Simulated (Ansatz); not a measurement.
Start from `[F][In]([SH])[Br]` and change one atom or group to get `[CH3][In]([SH])[Br]`.

Ansatz, PBE0-D4/def2-TZVP geometries, multiplicity 1. Each molecule was computed in one conformer, which needn't be the lowest.

Elements past krypton have def2 core potentials. Scalar relativity is left out up to krypton.

| property | `[F][In]([SH])[Br]` |
| --- | --- |
| LUMO energy (ωB97M-V/def2-TZVPP) / eV | -0.67 |
| HOMO–LUMO gap (B3LYP/def2-TZVPP) / eV | 5.19 |
| size of the dipole moment (PBE/def2-TZVPP) / D | 2.35 |
| HOMO–LUMO gap (ωB97M-V/def2-TZVPP) / eV | 9.86 |
| HOMO–LUMO gap (PBE/def2-TZVPP) / eV | 3.66 |
| HOMO energy (B3LYP/def2-TZVPP) / eV | -8.09 |

Task: Give the same properties after the change, and the shifts. (Best estimate.)

Result: Computed: 
| property | `[CH3][In]([SH])[Br]` | shift |
| --- | --- | --- |
| LUMO energy (ωB97M-V/def2-TZVPP) / eV | 0.21 | 0.88 |
| HOMO–LUMO gap (B3LYP/def2-TZVPP) / eV | 5.73 | 0.54 |
| size of the dipole moment (PBE/def2-TZVPP) / D | 2.44 | 0.09 |
| HOMO–LUMO gap (ωB97M-V/def2-TZVPP) / eV | 10.02 | 0.16 |
| HOMO–LUMO gap (PBE/def2-TZVPP) / eV | 4.23 | 0.57 |
| HOMO energy (B3LYP/def2-TZVPP) / eV | -7.37 | 0.72 |

With PBE0 the HOMO rises by 0.71 eV and the LUMO rises by 1.24 eV, so the gap widens by about 0.53 eV. PBE moves the HOMO by 0.67 eV and ωB97M-V by 0.71 eV. Dipoles are sizes alone; their direction can turn.

B3LYP here is the variant with VWN-RPA as its local correlation; programs differ in this.

Spin–orbit coupling is left out; it splits and shifts lone-pair levels of the heavy atoms by tenths of an eV.
